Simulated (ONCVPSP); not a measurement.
Transferability test, ONCV potential for S

ONCVPSP 4.0.1 input, shortened (lines: element, Z, core and valence counts, functional; n l f; lmax; l rc ep ncon nbas qcut; lloc lpopt rc5 dvloc0; l nproj debl; icmod fcfact rcfact), PBE, scalar-relativistic:

```
  S 16.00    3    2        4      upf
    1    0    2.00
    2    0    2.00
    2    1    6.00
    3    0    2.00
    3    1    2.00
    2
    0    1.10    0.00    4    8    5.10
    1    1.60    0.00    4    9    4.20
    2    1.40    0.24    3    6    8.20
    4    5    1.00   -1.00
    0    2    0.50
    1    2    0.90
    2    2    3.50
    0    0.00    0.00
```

In the s channel the program set the typed energies aside and used -1.448, 0.250 Ha. In the p channel the program set the typed energies aside and used -1.028, 0.250 Ha. In the d channel the program set the typed energies aside and used 0.050, 3.550 Ha.

Energies are relative to the spin-unpolarised reference configuration 3s2 3p2; without spin polarisation the order of configurations can differ from experiment.

Task: Give the all-electron excitation energy and the error of the potential for: 3s2 3p4; 3s2 3p3; 3s2 3p1; 3s0 3p6.

Result:

```tsv
valence configuration	charge	ΔE all-electron (eV)	error AE − PS (meV)
3s2 3p4	0	-34.052	+5.4
3s2 3p3	+1	-22.284	+3.6
3s2 3p1	+3	34.042	+6.3
3s0 3p6	0	-13.312	+2.9
```

Levels in the configuration 3s0 3p6:

```tsv
level	all-electron (eV)	pseudo (eV)
3p	-8.076	-8.074
```

Note: ghosts flagged at negative energy: s at -243.7 eV; no localised positive-energy state flagged. A true bound ghost makes a file unfit for plane-wave use.
